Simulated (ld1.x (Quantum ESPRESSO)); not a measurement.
# Reading a pseudo-wave (Ne)

Columns: radius, all-electron u(r) and pseudo u(r) of the 2p shell (level -13.35 eV) of neon in the configuration [He] 2s2 2p6; PBE, non-relativistic, TM semilocal scheme, ld1.x (Quantum ESPRESSO) 7.5.

| r (bohr) | all-electron | pseudo |
| --- | --- | --- |
| 0.072 | 0.1050 | 0.0333 |
| 0.145 | 0.3063 | 0.1303 |
| 0.217 | 0.5054 | 0.2753 |
| 0.290 | 0.6735 | 0.4518 |
| 0.362 | 0.7981 | 0.6317 |
| 0.435 | 0.8844 | 0.7967 |
| 0.507 | 0.9353 | 0.9245 |
| 0.580 | 0.9587 | 1.0084 |
| 0.652 | 0.9605 | 1.0452 |
| 0.725 | 0.9465 | 1.0419 |
| 0.798 | 0.9212 | 1.0087 |
| 0.870 | 0.8888 | 0.9581 |
| 0.942 | 0.8516 | 0.8997 |
| 1.015 | 0.8110 | 0.8399 |
| 1.088 | 0.7691 | 0.7837 |
| 1.160 | 0.7274 | 0.7334 |
| 1.232 | 0.6862 | 0.6880 |
| 1.305 | 0.6455 | 0.6458 |
| 1.378 | 0.6061 | 0.6061 |
| 1.450 | 0.5688 | 0.5688 |
| 1.522 | 0.5332 | 0.5332 |
| 1.595 | 0.4989 | 0.4989 |
| 1.668 | 0.4665 | 0.4665 |
| 1.740 | 0.4363 | 0.4363 |
| 1.812 | 0.4079 | 0.4079 |
| 1.885 | 0.3808 | 0.3808 |

**Question.** How many radial nodes do the two functions have?

**Answer.** The all-electron 2p function has n − l − 1 = 0; the pseudo-wave has 0.

**Question.** At about which radius was the pseudo-wave matched?

**Answer.** 1.45 bohr. The columns agree to 0.0005 from 1.30 bohr on; several derivatives are matched, so the curves merge somewhat inside the radius.

**Question.** Is the pseudo-wave norm-conserving?

**Answer.** Yes: the TM semilocal scheme keeps the norm inside the radius equal to the all-electron one, which fixes the energy derivative of the logarithmic derivative at the level.
